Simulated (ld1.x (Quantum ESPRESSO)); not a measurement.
**neon (Ne), TM: configuration errors across variants**

- Element: neon (Ne)
- Generator: ld1.x (Quantum ESPRESSO) 7.5
- Type: norm-conserving Troullier–Martins (Kleinman–Bylander form)
- Functional: PBE
- Relativity: non-relativistic
- Frozen core: [He]
- Valence charge: 8
- Reference configuration: 2s2 2p5 (charge +1)
- Partial waves: 2s (bound): rc 0.55 bohr; 2p (bound): rc 1.55 bohr; 3d channel at 0.15 Ry: rc 1.25 bohr
- Local potential: the d channel
- Core correction: none

All-electron excitation energies from the reference (eV): (1) 2s2 2p6 -22.491; (2) 2s2 2p4 43.282; (3) 2s2 2p3 110.719; (4) 2s1 2p6 23.258; (5) 2s2 2p5.5 -13.615; (6) 2s2 2p2 205.344.

Errors AE − PS in meV (a dash: test not solved or not reliable):

```tsv
change	(1)	(2)	(3)	(4)	(5)	(6)	bound ghosts
base	+44	+171	+1081	+25	+17	+3526	none
wave 3d channel at 0.15 Ry: rc 1.25 bohr becomes 3d channel at -0.16 Ry: rc 1.25 bohr	+44	+171	+1081	+25	+17	+3527	none
wave 3d channel at 0.15 Ry: rc 1.25 bohr becomes 3d channel at -0.08 Ry: rc 1.25 bohr	+44	+171	+1082	+25	+17	+3528	none
wave 3d channel at 0.15 Ry: rc 1.25 bohr becomes 3d channel at 0.01 Ry: rc 1.25 bohr	+44	+171	+1082	+25	+17	+3528	none
wave 3d channel at 0.15 Ry: rc 1.25 bohr becomes 3d channel at 0.45 Ry: rc 1.25 bohr	+44	+171	+1081	+25	+17	+3526	none
wave 3d channel at 0.15 Ry: rc 1.25 bohr becomes 3d channel at 0.74 Ry: rc 1.25 bohr	+44	+171	+1080	+25	+17	+3526	none
wave 3d channel at 0.15 Ry: rc 1.25 bohr becomes 3d channel at 1.29 Ry: rc 1.25 bohr	+44	+171	+1079	+25	+17	+3523	none
wave 3d channel at 0.15 Ry: rc 1.25 bohr becomes 3d channel at 2.09 Ry: rc 1.25 bohr	+43	+170	+1078	+25	+17	+3521	none
wave 3d channel at 0.15 Ry: rc 1.25 bohr becomes 3d channel at 3.39 Ry: rc 1.25 bohr	+42	+169	+1074	+25	+16	+3514	none
wave 3d channel at 0.15 Ry: rc 1.25 bohr becomes 3d channel at 6.07 Ry: rc 1.25 bohr	+40	+167	+1064	+25	+16	+3494	none
```

(1) Give the same row for: wave 3d channel at 0.15 Ry: rc 1.25 bohr becomes 3d channel at 0.22 Ry: rc 1.25 bohr.

Results:

(1) +44, +171, +1081, +25, +17, +3527; bound ghosts: none.
